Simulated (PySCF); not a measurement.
In(OMe)(NH2)2 (CH7InN2O), SMILES C[O][In]([NH2])[NH2].

Geometry: B3LYP-D3(BJ)/def2-SVP. The structure was generated by enumeration; whether it is a known compound was not checked. The def2 effective core potentials stand for the cores of In; spin–orbit coupling is left out. The values are those of a single conformer.

Computed with PySCF with PBE/def2-TZVP.

The molecule is in vacuum.

Computed frontier levels, gap, dipole moment and polarisability:
```json
{
 "highest_occupied_level": "-5.58 eV",
 "lowest_empty_level": "-2.12 eV",
 "orbital_gap": "3.46 eV",
 "dipole_moment": "0.551 e·Å",
 "quadrupole, principal values (traceless, Buckingham form, about the centre of nuclear charge)": "-6.94, 0.82, 6.12 D·Å",
 "mean_static_polarisability": "73.1 bohr³ (10.84 Å³)",
 "polarisability_principal_values": "54.5, 76.5, 88.4 bohr³"
}
```
